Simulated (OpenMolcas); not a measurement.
Cr2+ (d4) among equal point charges was computed by CASSCF with the d shell active (OpenMolcas, ANO-RCC-VDZP on the metal). Its lowest spin-free states, and all those of the highest spin:

```tsv
2S+1	Degeneracy	E (cm-1)
5	3	0.0
5	2	2312
3	3	17970
3	3	18556
3	3	19733
3	2	20051
3	3	21405
3	3	22159
3	3	22917
3	3	23322
3	1	23646
3	2	24112
```

Is the site octahedral, tetrahedral or cube-like, axial, or of lower symmetry?

The states with 2S+1 = 5 have orbital degeneracies 3, 2. Threefold states need a cubic site. For d4 at this spin an octahedron puts the twofold E below the threefold T2 and a tetrahedron or cube puts the threefold T2 below the twofold E, so the site is a tetrahedron or a cube, which this pattern cannot tell apart. The first gap at this spin, 2310 cm-1, is |10Dq| in ligand-field theory. The run had Cr2+ among 4 point charges of -2 e arranged as a tetrahedron (Td), 1.9 Å from the ion.

An orbital triplet at a regular site is open to Jahn-Teller coupling, which can distort the site and quench the lowest spin-orbit gaps and is left out. Without dynamic correlation the repulsion within the d shell is too large (B by tens of per cent), so at a given field states of lower spin stand too high. The ground term spreads over less than 5000 cm-1, several times less than with real ligands, so orbital moments are less quenched and χT lies further from the spin-only value than at real sites. Point charges carry no covalency, so the field is a model and not that of real ligands. No measured value stands beside these numbers.
